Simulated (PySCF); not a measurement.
Working with the constants of NaSr⁻

RHF-CCSD(T) constants of NaSr⁻, ¹Σ⁺ (singlet), closed shell (PySCF, scalar-relativistic core potentials, basis sets Na def2-SVPD, Sr def2-SVPD with ECP28; masses 22.9898 and 87.9056 u):

* ωe: 70.0 cm⁻¹
* ωexe: 0.377 cm⁻¹
* Be: 0.052464 cm⁻¹
* αe: 0.000481 cm⁻¹
* De to Na⁻ + Sr: 0.54 eV

What force constant and bond length do these constants imply?

Reduced mass μred = 18.224 u; k = 5.8918×10⁻⁷·μred·ωe² (u, cm⁻¹, mdyn/Å) = 0.0526 mdyn/Å; Re = √(16.8576/(μred·Be)) (u, cm⁻¹, Å) = 4.199 Å.

Estimate the centrifugal constant D from the Kratzer relation and find the Dunham coefficient a1.

D = 4Be³/ωe² = 1.18e-07 cm⁻¹; a1 = −1 − αeωe/(6Be²) = -3.04.

Correlated steps freeze 1 core orbital. Correlated levels converge slowly with the basis: in double zeta they bind strong bonds too weakly, by up to about 1 eV, and carry superposition errors of some tenths. For an ion De counts to the pair picked by the measured ionisation energies or electron affinities, which need not be the lowest pair at this level.
